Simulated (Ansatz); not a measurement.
The cluster K₃H₃⁺. Charge 1, multiplicity 2. Geometry B3LYP-D4/def2-TZVP.

```csv
atom,x (Å),y (Å),z (Å)
K1,-1.465,-0.602,-0.460
K2,0.363,1.105,2.614
K3,2.226,-0.034,-1.803
H4,-0.133,-1.003,-2.508
H5,-1.971,0.121,1.852
H6,0.979,0.412,0.304
```

B3LYP takes the VWN-RPA correlation. At PBE-D4/def2-TZVP, r2SCAN-D4/def2-TZVP an occupied level lies above an empty one. At PBE-D4/def2-TZVP, r2SCAN-D4/def2-TZVP the gap within one spin of the charge 1 doublet nearly closes, so an electron or hole may be smeared out by delocalisation error. Another isomer (doublet) lies 2.09 eV lower at PBE0-D4/def2-TZVP; other spin states weren't run for this one.

Question: Estimate the α-spin orbital energies around the gap (eV) in Ansatz with PBE-D4/def2-TZVP, r2SCAN-D4/def2-TZVP, B3LYP-D4/def2-TZVP, PBE0-D4/def2-TZVP, ωB97X-V/def2-TZVP.

Answer: 
```tsv
orbital	PBE-D4/def2-TZVP	r2SCAN-D4/def2-TZVP	B3LYP-D4/def2-TZVP	PBE0-D4/def2-TZVP	ωB97X-V/def2-TZVP
HOMO−9	-21.96	-22.56	-23.60	-23.99	-27.23
HOMO−8	-21.96	-22.56	-23.60	-23.98	-25.98
HOMO−7	-21.95	-22.54	-23.59	-23.98	-25.96
HOMO−6	-21.93	-22.52	-23.57	-23.95	-25.91
HOMO−5	-21.32	-21.94	-22.97	-23.35	-25.84
HOMO−4	-21.25	-21.86	-22.90	-23.28	-25.74
HOMO−3	-21.18	-21.77	-22.84	-23.24	-25.71
HOMO−2	-9.31	-9.60	-10.45	-10.66	-16.50
HOMO−1	-8.72	-9.13	-9.92	-10.13	-11.83
HOMO	-8.70	-8.98	-9.82	-9.97	-10.17
LUMO	-4.18	-3.31	-3.94	-3.63	-2.75
LUMO+1	-4.06	-3.13	-3.82	-3.48	-1.98
LUMO+2	-3.63	-2.98	-3.27	-3.07	-1.92
LUMO+3	-3.37	-2.53	-3.07	-2.83	-1.77
LUMO+4	-2.77	-1.87	-2.48	-2.21	-1.06
LUMO+5	-2.61	-1.82	-2.31	-2.06	-0.74
β HOMO	-7.63	-7.56	-8.03	-8.04	-9.53
β LUMO	-7.75	-7.67	-7.51	-7.34	-6.06
```
